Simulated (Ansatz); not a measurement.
Cartesian coordinates in Å:
```
C 2.399 1.173 0.725
O 1.027 0.907 0.740
W -0.187 -0.464 0.556
O -1.682 0.479 1.216
F -0.028 -1.062 2.335
F -1.120 -2.066 0.246
F 1.334 -1.510 0.163
O -0.674 -0.011 -1.159
C -1.656 -0.340 -2.101
H 2.947 0.260 0.480
H 2.704 1.535 1.709
H 2.605 1.943 -0.023
H -1.938 0.414 2.140
H -1.254 -0.178 -3.103
H -1.950 -1.385 -1.976
H -2.525 0.306 -1.948
```

Total charge 0; spin multiplicity 1. W: def2 effective core potential.

Problem. List the B3LYP/def2-TZVPP orbital energies in eV (the Gaussian-basis code of Ansatz). (Estimate.)

Solution. Computed: Occupied: -670.93, -670.91, -670.90, -521.86, -521.79, -521.18, -278.74, -278.73, -84.92, -48.06, -48.01, -47.94, -31.35, -31.17, -31.12, -28.36, -28.30, -27.35, -19.32, -19.31, -15.03, -14.70, -14.37, -13.92, -13.71, -13.48, -13.08, -12.51, -12.34, -12.24, -12.08, -11.97, -11.81, -10.90, -10.66, -10.57, -10.09, -9.95, -9.78, -9.20, -8.99, -8.80. Lowest empty: -2.72, -2.53, -2.50, 0.35, 1.02, 1.29, 1.57, 1.78.

B3LYP here is the variant with VWN-RPA as its local correlation; programs differ in this.
